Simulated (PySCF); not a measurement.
H4HfO4, triplet, at a GFN2-xTB geometry (such geometries of metal compounds can be far from the true shape) (the multiplicity is a formal guess) (core potentials on Hf). Base run: DF-B3LYP/def2-SVP run with PySCF.

Input for PySCF:
```python
from pyscf import gto, scf, dft

mol = gto.M(
    atom='''
Hf   -0.00436919    0.00953251    0.00444507
O     1.76207235    0.66863240   -0.22038935
H     1.81315123    1.21488920   -1.01269358
O     0.24472185   -0.53589057    1.81917282
H     1.19828968   -0.41172282    1.91245785
O    -0.37330308    0.81642367   -1.68835850
H    -1.15387611    0.31482316   -1.95764276
O    -1.60681486   -1.00736662    0.06243549
H    -1.75639317   -1.33872154    0.95494980
''',
    basis='def2-svp',
    ecp={'Hf': 'def2-svp'},
    spin=2,
    verbose=4,
)

mf = dft.UKS(mol)
mf.xc = 'b3lyp'
mf = mf.density_fit(auxbasis='def2-universal-jkfit')
mf.kernel()
mf.analyze()
```

Each row names what was changed in the base input (with any setting that the change needs).

```json
[
 {"change": "base", "basis functions": "108", "E (Eh)": "-351.09898", "HOMO (eV)": "-4.26", "dipole (D)": "0.23", "outcome": "converged"},
 {"change": "basis = ANO-RCC-VDZP; relativity = spin-free X2C; nucleus = Gaussian (with nucmod='G'; without ecp={'Hf': 'def2-svp'}; without mf = mf.density_fit(auxbasis='def2-universal-jkfit'))", "basis functions": "-", "E (Eh)": "-", "HOMO (eV)": "-", "dipole (D)": "-", "outcome": "cut at the time limit"},
 {"change": "basis = x2c-SVPall; relativity = spin-free X2C; nucleus = Gaussian (with nucmod='G'; without ecp={'Hf': 'def2-svp'}; without mf = mf.density_fit(auxbasis='def2-universal-jkfit'))", "basis functions": "142", "E (Eh)": "-15381.59908", "HOMO (eV)": "-4.45", "dipole (D)": "0.23", "outcome": "converged"},
 {"change": "basis = x2c-SVPall; relativity = spin-free X2C (without ecp={'Hf': 'def2-svp'}; without mf = mf.density_fit(auxbasis='def2-universal-jkfit'))", "basis functions": "142", "E (Eh)": "-15383.14012", "HOMO (eV)": "-4.45", "dipole (D)": "0.23", "outcome": "converged"},
 {"change": "basis = x2c-SVPall; relativity = none (without ecp={'Hf': 'def2-svp'}; without mf = mf.density_fit(auxbasis='def2-universal-jkfit'))", "basis functions": "142", "E (Eh)": "-13231.54645", "HOMO (eV)": "-5.89", "dipole (D)": "0.18", "outcome": "converged"},
 {"change": "basis = ANO-RCC-VDZP; relativity = spin-free X2C (without ecp={'Hf': 'def2-svp'}; without mf = mf.density_fit(auxbasis='def2-universal-jkfit'))", "basis functions": "-", "E (Eh)": "-", "HOMO (eV)": "-", "dipole (D)": "-", "outcome": "cut at the time limit"},
 {"change": "basis = ANO-RCC-VDZP; relativity = none (without ecp={'Hf': 'def2-svp'}; without mf = mf.density_fit(auxbasis='def2-universal-jkfit'))", "basis functions": "144", "E (Eh)": "-13079.87293", "HOMO (eV)": "-6.00", "dipole (D)": "0.21", "outcome": "converged"},
 {"change": "basis = jorge-DZP-DKH; relativity = spin-free X2C (without ecp={'Hf': 'def2-svp'}; without mf = mf.density_fit(auxbasis='def2-universal-jkfit'))", "basis functions": "140", "E (Eh)": "-15371.38742", "HOMO (eV)": "-4.30", "dipole (D)": "0.22", "outcome": "converged"}
]
```

Absolute energies of different levels of theory aren't comparable as measures of quality.

Open shells are given as the SCF converged; they aren't shown to be the lowest states, and a large step between rows can be another state.

Basis sets contracted for a relativistic Hamiltonian are a mismatch without it, so the rows without relativity aren't non-relativistic limits. No row has spin-orbit coupling; sets with core potentials leave out the core electrons.
